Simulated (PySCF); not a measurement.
Gas-phase equilibrium of 1 mol SO₂, 3.5 mol O₂ at 2500 K and 0.133 bar, among 11 species (S₂O, SO₂, O₂, O, S₂, S₆, O₃, SO, S₈, S, SO₃). Only gases are allowed; each row takes one source of thermochemistry for all species, and Cantera finds the minimum.

Energies from PySCF, thermal terms from the rigid-rotor harmonic-oscillator model, ideal gas at 1 bar. † marks an energy on the PBE0/def2-TZVP geometry and frequencies. MP2 freezes the core. Open shells (unrestricted) among the columns below: O₂ (multiplicity 3), O (multiplicity 3, electronic degeneracy 9), SO (multiplicity 3); the rest are closed-shell singlets. Spin-orbit splitting is ignored; it lowers the true energy and changes the entropy of O. MP2 isn't extrapolated to the basis-set limit. The harmonic model lacks anharmonicity and excited electronic states, which grow with temperature; levels with a mode under 35 cm⁻¹ are left out.

Molecules larger than those listed are left out.

Mole fractions:

```csv
thermochemistry,x O₂,x SO₂,x SO,x O,x SO₃
BLYP/def2-TZVP†,0.77,0.19,0.029,0.0089,2.7e-5
MP2/def2-TZVPP†,0.76,0.22,0.0020,0.024,0.00026
PBE/def2-TZVP†,0.78,0.20,0.015,0.0038,9.6e-5
r2SCAN/def2-TZVP†,0.77,0.19,0.026,0.015,0.00016
ωB97M-V/def2-TZVP†,0.75,0.21,0.0091,0.029,9.5e-5
```
The most sensitive of these is SO: it spans a factor of 10^1.2 over these rows; at this temperature one factor of ten is RT ln 10 = 48 kJ/mol.
